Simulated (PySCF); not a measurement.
Compound: C6H6O2S.
SMILES with atom numbers: `[CH3:1][O:2][C:3](=[O:4])[c:5]1[cH:6][cH:7][s:8][cH:9]1` (hydrogens: H10, H11, H12 on C1; H13 on C6; H14 on C7; H15 on C9)

Theory: PySCF 2.14.0, PBE0-D3(BJ)/def2-SVP geometry optimisation, gas phase.

Task: Give the optimised bond lengths and angles.

Result: 
```
                  bond  length (bohr)
                 C1–O2          2.674
                 O2–C3          2.532
                 C3=O4          2.278
                 C3–C5          2.789
                 C5–C6          2.699
                 C6–C7          2.583
                 C7–S8          3.254
                 S8–C9          3.222
                 C5–C9          2.600
C1–H10, C1–H11, C1–H12          2.076
                C6–H13          2.059
                C7–H14          2.058
                C9–H15          2.058
```

Bonds in one row agree within 0.02 bohr and their mean is given. A selection of angles:
```
   angle  degrees
C1–O2–C3    115.7
O2–C3–O4    123.4
O2–C3–C5    111.8
O4–C3–C5    124.9
C3–C5–C6    126.4
C3–C5–C9    121.1
C6–C5–C9    112.5
C5–C6–C7    112.1
C6–C7–S8    111.7
C7–S8–C9     92.2
C5–C9–S8    111.6
```

Torsions: C1–O2–C3–O4 0° (synperiplanar); O2–C3–C5–C6 1° (synperiplanar). The mirror-image conformer, all signs reversed, is as good.

The 5-membered ring C5–C6–C7–S8–C9 has internal angles of 92.2° to 112.5° (sum 540°, against 540° for a flat polygon); it is planar, 0.00 Å rms from its mean plane, widest ring torsion 0°. The C–O distances run from 1.206 Å (C3=O4, drawn double) to 1.415 Å (C1–O2, drawn single), a spread of 0.209 Å. The 9 heavy atoms lie in one plane (0.004 Å rms). The C–C distances run from 1.367 Å (C6–C7, aromatic) to 1.476 Å (C3–C5, drawn single), a spread of 0.109 Å. Of the pairs four or more bonds apart, O4···H12 is among the closest relative to their van der Waals radii: 2.55 Å, 94 % of the sum of Bondi's values. S8 (thiophene-type sulfur) is bent (angle 92.2°).

Point group: near Cs, missed by 0.22 Å at most; the miss may be what the optimiser left on a soft mode. Not checked by PBE0-D3(BJ)/def2-SVP frequencies. The numbers are those of one conformer.
